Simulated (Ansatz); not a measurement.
The inner images of a band of C₄H₈OSe (14 atoms, charge 0, multiplicity 1) are given out of order.

Theory: Ansatz, RKS PBE-D4/def2-SVP.

First end point:

```xyz
14
Properties=species:S:1:pos:R:3
C 0.705 -1.341 1.930
C 0.549 -1.271 0.412
C 0.113 0.101 -0.075
O 0.384 1.143 0.485
Se -0.924 0.028 -1.741
C -1.094 1.962 -1.955
H 1.388 -0.547 2.287
H -0.269 -1.199 2.440
H 1.114 -2.323 2.239
H -0.154 -2.039 0.025
H 1.522 -1.473 -0.090
H -2.163 2.240 -1.981
H -0.598 2.401 -1.065
H -0.588 2.286 -2.883
```

Last end point:

```xyz
14
Properties=species:S:1:pos:R:3
C 0.711 -1.443 1.527
C 0.208 -0.533 0.409
C 0.215 0.934 0.807
O 0.585 1.351 1.883
Se -0.413 2.244 -0.518
C -0.887 1.113 -2.053
H 1.746 -1.178 1.818
H 0.082 -1.343 2.433
H 0.697 -2.503 1.206
H -0.826 -0.801 0.099
H 0.821 -0.641 -0.512
H -0.004 0.569 -2.437
H -1.693 0.402 -1.793
H -1.255 1.801 -2.838
```

Q: Put them in order from the first end to the last, with their energies above the first end.
A.
```xyz
14
Properties=species:S:1:pos:R:3
C 0.477 -1.291 1.798
C 0.436 -0.951 0.312
C 0.880 0.459 -0.006
O 1.321 1.244 0.793
Se 0.689 0.950 -1.977
C -1.187 1.515 -1.765
H 1.498 -1.161 2.207
H -0.195 -0.628 2.378
H 0.163 -2.339 1.971
H -0.574 -1.091 -0.133
H 1.086 -1.619 -0.297
H -1.830 0.670 -1.452
H -1.258 2.346 -1.039
H -1.518 1.869 -2.760
```
B.
```xyz
14
Properties=species:S:1:pos:R:3
C 0.561 -1.427 1.592
C 0.351 -0.558 0.353
C 0.552 0.922 0.643
O 1.123 1.353 1.622
Se -0.088 2.230 -0.678
C -1.056 1.120 -1.979
H 1.527 -1.193 2.077
H -0.236 -1.247 2.341
H 0.547 -2.502 1.326
H -0.646 -0.724 -0.101
H 1.084 -0.817 -0.446
H -0.413 0.321 -2.390
H -1.971 0.690 -1.530
H -1.348 1.801 -2.802
```
C.
```xyz
14
Properties=species:S:1:pos:R:3
C 0.699 -1.347 1.915
C 0.524 -1.198 0.408
C 0.332 0.232 -0.055
O 0.176 1.183 0.677
Se 0.186 0.390 -2.030
C -1.100 1.866 -1.934
H 1.686 -0.978 2.255
H -0.075 -0.763 2.450
H 0.602 -2.409 2.213
H -0.392 -1.722 0.057
H 1.349 -1.659 -0.179
H -2.090 1.447 -1.673
H -0.762 2.570 -1.152
H -1.147 2.360 -2.921
```
D.
```xyz
14
Properties=species:S:1:pos:R:3
C 0.590 -1.335 1.859
C 0.502 -1.085 0.359
C 0.625 0.367 -0.039
O 0.675 1.299 0.724
Se 0.507 0.643 -2.036
C -1.145 1.694 -1.842
H 1.601 -1.112 2.252
H -0.125 -0.686 2.403
H 0.349 -2.390 2.093
H -0.483 -1.399 -0.054
H 1.237 -1.671 -0.236
H -1.966 1.024 -1.521
H -0.993 2.501 -1.103
H -1.387 2.120 -2.832
```
E.
```xyz
14
Properties=species:S:1:pos:R:3
C 0.781 -1.324 1.930
C 0.491 -1.270 0.433
C 0.092 0.112 -0.057
O -0.020 1.089 0.652
Se -0.295 0.155 -1.990
C -1.057 1.953 -1.981
H 1.671 -0.721 2.195
H -0.073 -0.921 2.509
H 0.957 -2.368 2.256
H -0.344 -1.950 0.159
H 1.355 -1.617 -0.176
H -2.160 1.887 -1.975
H -0.698 2.439 -1.052
H -0.710 2.505 -2.873
```
F.
```xyz
14
Properties=species:S:1:pos:R:3
C 0.437 -1.366 1.662
C 0.447 -0.663 0.305
C 0.870 0.795 0.404
O 1.600 1.226 1.269
Se 0.359 2.048 -1.029
C -1.206 1.212 -1.874
H 1.371 -1.148 2.215
H -0.410 -1.018 2.287
H 0.345 -2.463 1.540
H -0.521 -0.764 -0.224
H 1.204 -1.128 -0.369
H -1.032 0.152 -2.128
H -2.091 1.315 -1.219
H -1.387 1.775 -2.810
```
G.
```xyz
14
Properties=species:S:1:pos:R:3
C 0.420 -1.319 1.728
C 0.452 -0.803 0.290
C 0.961 0.626 0.181
O 1.631 1.165 1.028
Se 0.700 1.554 -1.574
C -1.244 1.360 -1.796
H 1.392 -1.137 2.225
H -0.358 -0.802 2.324
H 0.208 -2.406 1.755
H -0.523 -0.914 -0.227
H 1.168 -1.393 -0.328
H -1.585 0.311 -1.715
H -1.760 1.994 -1.052
H -1.476 1.735 -2.811
```

A: E (+0.03 eV), C (+0.17 eV), D (+0.39 eV), A (+0.50 eV), G (+0.41 eV), F (+0.27 eV), B (+0.21 eV).

The run took 3.3 min on 2 threads of AMD EPYC 9R14 (Zen 4) (shared host), peak memory 0.24 GiB.
